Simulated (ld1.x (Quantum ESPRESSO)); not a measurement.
**nitrogen (N), PAW: configuration errors across variants**

| Property | Result |
| --- | --- |
| Element | nitrogen |
| Generator | ld1.x (Quantum ESPRESSO) 7.5 |
| Type | PAW |
| Functional | revPBE |
| Relativity | scalar-relativistic |
| Frozen core | [He] |
| Valence charge | 5 |
| Reference configuration | 2s1 2p4 |
| Partial waves | 2s (bound): rcut 0.65, rcutus 0.70 bohr; 2s channel at 1.4 Ry: rcut 0.65, rcutus 0.70 bohr; 2p (bound): rcut 2.10, rcutus 2.35 bohr; 2p channel at 3.1 Ry: rcut 2.10, rcutus 2.35 bohr; 3d channel at 0.4 Ry: rcut 1.90, rcutus 2.45 bohr |
| Local potential | all-electron potential smoothed inside 1.70 bohr (lloc = -1) |
| Core correction | Bessel-smoothed model core, default radius (core density twice the valence density) |
| Augmentation charge | PSQ, radius 0.55 bohr |

All-electron excitation energies from the reference (eV): (1) 2s2 2p3 -11.594; (2) 2s2 2p2 1.942; (3) 2s2 2p1 30.727; (4) 2s1 2p0 155.544; (5) 2s2 2p3.3 -13.196; (6) 2s2 2p2.5 -6.528; (7) 2s0 2p5 11.610.

The overlap operator is not positive definite (basis up to 400 Ry) in “all radii but the core radius scaled by about 1.17 (s 0.82, p 2.76, d 2.88 bohr, rcut 0.76/2.46/2.22); local potential all-electron potential smoothed inside 2.00 bohr (lloc = -1); augmentation PSQ, radius 0.64 bohr”. Such files are unfit for use, however small their errors in these radial tests.

Tests that are not counted but printed errors over 1 eV. “waves 2p (bound): rcut 2.10, rcutus 3.60 bohr; 2p channel at 3.1 Ry: rcut 2.10, rcutus 3.60 bohr”: 2s2 2p3.3 (solver errors, printed error -257 eV); 2s2 2p2.5 (converged, but collapsed or in another state, printed error -56.4 eV); 1 more.

2 further variants failed, have other tests or another functional or relativity, and are left out.

A true bound ghost makes a file unfit for plane-wave use even where its test errors are small: the radial tests pick states by their node count and pass the ghost by.

Errors AE − PS in meV (a dash: test not solved or not reliable):

```tsv
change	(1)	(2)	(3)	(4)	(5)	(6)	(7)	bound ghosts
base	-0.3	+3.4	+4.3	-18	+0.6	+0.5	-0.6	none
waves 2p (bound): rcut 2.10, rcutus 3.60 bohr; 2p channel at 3.1 Ry: rcut 2.10, rcutus 3.60 bohr	-1.0	–	-224	-18	–	–	-1.4	none
wave 2s channel at 1.4 Ry: rcut 0.65, rcutus 0.70 bohr becomes 2s channel at 0.36 Ry: rcut 0.65, rcutus 0.70 bohr	-0.3	+3.4	+4.3	-18	+0.6	+0.5	-0.6	none
all radii but the core radius scaled by about 1.17 (s 0.82, p 2.76, d 2.88 bohr, rcut 0.76/2.46/2.22); local potential all-electron potential smoothed inside 2.00 bohr (lloc = -1); augmentation PSQ, radius 0.64 bohr	-0.2	-2.1	+5.1	-34	-1.0	-1.9	-0.5	not determined (overlap not positive)
augmentation PSQ, inside the norm-conserving radii	+3.4	+2.6	+5.1	-54	+5.4	+1.8	-0.2	none
```

**Question.** Give the same row for: local potential all-electron potential smoothed inside 0.96 bohr (lloc = -1).

**Answer.** -0.1, +3.6, +3.1, -31, +0.8, +0.8, -0.9; bound ghosts: s.
